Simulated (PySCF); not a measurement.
WOF2 (singlet). All numbers come from PBE0/[W def2-SVP with ECP60, O def2-SVP, F def2-SVP], scalar-relativistic core potentials, density fitting, no spin–orbit coupling, PySCF.

Harmonic bands of its minimum:

```
ω (cm⁻¹)  IR (km/mol)
     136          5.1
     178          4.3
     269          3.6
     726         39.4
     750          141
    1101          119
```

Task: The central atom is W. Infer the point group and assign the bands.

Result: C2v. The modes span b1 + 3a1 + 2b2: 136 b1, 178 a1, 269 b2, 726 a1, 750 b2, 1101 a1. The computed geometry has W–F 1.840 Å (×2), W–O 1.670 Å; F–W–F 134.0°, F–W–O 113.0° (×2).

Stability towards spin polarisation was not tested. Only a few start shapes were tried, so a lower isomer may exist. With an element this heavy the missing spin–orbit coupling can shift these numbers.
